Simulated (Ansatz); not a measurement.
C$_{3}$H$_{6}$InNO (`[CH3][In]([CH3])[N]=C=O`), relaxed with RKS PBE0-D4/def2-TZVP in Ansatz 0.2.0 from a GFN2-xTB geometry. The force threshold is 0.005 eV/Å; the program also tests the step.

The species carries charge 0 and has multiplicity 1. In takes the def2 core potential.

Start:

```xyz
12

C     0.240   -1.162   -1.991
In   -0.256    0.002   -0.148
C    -1.892    1.098    0.903
N     1.417    0.122    1.032
C     2.452    0.085    1.610
O     3.459    0.063    2.194
H    -0.648   -1.315   -2.600
H     0.656   -2.118   -1.679
H     0.990   -0.606   -2.551
H    -2.862    0.678    0.646
H    -1.855    2.147    0.613
H    -1.703    1.005    1.970
```

| step | energy (eV) | largest force (eV/Å) | largest move (Å) |
| --- | --- | --- | --- |
| 1 | -11915.4436 | 0.961 | 0.000 |
| 2 | -11915.5424 | 0.199 | 0.162 |
| 3 | -11915.5720 | 0.069 | 0.078 |
| 4 | -11915.5733 | 0.041 | 0.021 |
| 5 | -11915.5738 | 0.077 | 0.021 |
| 6 | -11915.5741 | 0.162 | 0.022 |
| 7 (rejected) | -11915.5718 | 0.731 | 0.193 |
| 8 | -11915.5769 | 0.076 | 0.097 |
| 9 | -11915.5792 | 0.211 | 0.097 |
| 10 | -11915.5805 | 0.074 | 0.026 |
| 11 | -11915.5806 | 0.061 | 0.003 |
| 13 (rejected) | -11915.5814 | 0.598 | 0.195 |
| 15 | -11915.5869 | 0.040 | 0.077 |
| 17 | -11915.5896 | 0.037 | 0.052 |
| 19 | -11915.5899 | 0.011 | 0.012 |
| 21 | -11915.5901 | 0.010 | 0.016 |
| 23 | -11915.5901 | 0.022 | 0.010 |
| 25 | -11915.5902 | 0.044 | 0.041 |
| 27 | -11915.5904 | 0.004 | 0.008 |
| 29 (rejected) | -11915.5884 | 0.219 | 0.117 |
| 31 (rejected) | -11915.5900 | 0.112 | 0.089 |
| 32 | -11915.5905 | 0.002 | 0.016 |

End:

```xyz
12

C     0.293   -1.090   -1.739
In   -0.281    0.061   -0.036
C    -1.965    1.055    0.808
N     1.333    0.311    1.241
C     2.492    0.034    1.367
O     3.627   -0.211    1.538
H    -0.532   -1.233   -2.435
H     0.655   -2.062   -1.401
H     1.113   -0.580   -2.247
H    -2.890    0.819    0.283
H    -1.794    2.132    0.766
H    -2.052    0.765    1.855
```

Run time 2.4 min (4 threads of an Arm Neoverse V2 on a shared host); peak host memory 0.73 GiB.
